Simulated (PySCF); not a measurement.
C₅H₁₁OP.
Z-matrix (Å and degrees, GFN2-xTB geometry), rows numbered from 1:
```
C 
C   1  1.3231
P   2  1.8216  1  125.21
C   3  1.8738  2   96.05  1  -119.85
C   4  1.5200  3  105.89  2  -179.37
O   5  1.4087  4  105.56  3   -35.73
C   6  1.4021  5  114.08  4   174.45
H   1  1.0786  2  121.61  3     3.43
H   1  1.0787  2  122.20  3  -176.29
H   2  1.0845  1  120.10  3   174.91
H   3  1.3930  2   95.24  1   -22.52
H   4  1.0919  3  109.87  2   -59.29
H   4  1.0913  3  109.75  2    60.37
H   5  1.1004  4  110.53  3    82.84
H   5  1.1010  4  112.23  3  -156.39
H   7  1.0968  6  111.26  5   -58.36
H   7  1.0971  6  111.00  5    62.88
H   7  1.0880  6  106.76  5  -177.76
```

Method used: TDDFT wB97X-D/def2-SVPD, vertical, gas phase, core orbitals frozen in the response (PySCF).

Frontier orbitals with the atoms that hold most of them (Löwdin shares over 4%, at most four atoms; ? is withheld):

```json
{"orbital": "LUMO+2", "ε (eV)": "2.65", "atoms": "C7 21%, P3 11%, C4 9%, H18 7%"}
{"orbital": "LUMO+1", "ε (eV)": "2.30", "atoms": "C5 16%, C7 15%, C4 11%, P3 10%"}
{"orbital": "LUMO", "ε (eV)": "1.88", "atoms": "?"}
{"orbital": "HOMO", "ε (eV)": "-8.14", "atoms": "P3 47%, C2 14%, C1 14%, C4 9%"}
{"orbital": "HOMO-1", "ε (eV)": "-9.65", "atoms": "?"}
{"orbital": "HOMO-2", "ε (eV)": "-10.07", "atoms": "C2 24%, P3 19%, C1 18%, O6 10%"}
{"orbital": "HOMO-3", "ε (eV)": "-10.90", "atoms": "O6 22%, P3 16%, C2 16%, H11 11%"}
```

Which atoms hold the HOMO-1, and with what shares?

O6 (bonded to 2 C) 47%; C2 (bonded to C, P and H) 9%; C7 (bonded to O and 3 H) 8%; C1 (bonded to C and 2 H) 8%. By element: oxygen 47%, carbon 24% or more.

Give the leading atoms of the LUMO.

C1 (bonded to C and 2 H) 32%; C2 (bonded to C, P and H) 32%; P3 (bonded to 2 C and H) 11%; H8 (bonded to C) 6%. By element: carbon 64% or more, phosphorus 11%, hydrogen 6% or more.

The HOMO–LUMO gap is 10.02 eV. Where does the response calculation put the lowest singlet, and from which orbitals?

S1 is at 5.84 eV (f = 0.221), 4.19 eV below the gap, made of HOMO→LUMO (94%). Without the coupling terms of the response equations the lowest excitation would equal the gap.

Next come S2 at 6.45 eV (f 0.073), HOMO→LUMO+1 (52%), HOMO→LUMO+2 (24%), HOMO→LUMO+4 (16%); S3 at 6.64 eV (f 0.019), HOMO→LUMO+3 (75%); S4 at 7.19 eV (f 0.054), HOMO→LUMO+1 (25%), HOMO→LUMO+2 (14%), HOMO-1→LUMO+1 (13%); S5 at 7.30 eV (f 0.049), HOMO→LUMO+4 (37%), HOMO→LUMO+2 (28%).

Löwdin shares depend on the basis, the more so with diffuse functions.

One conformer stands for the species.
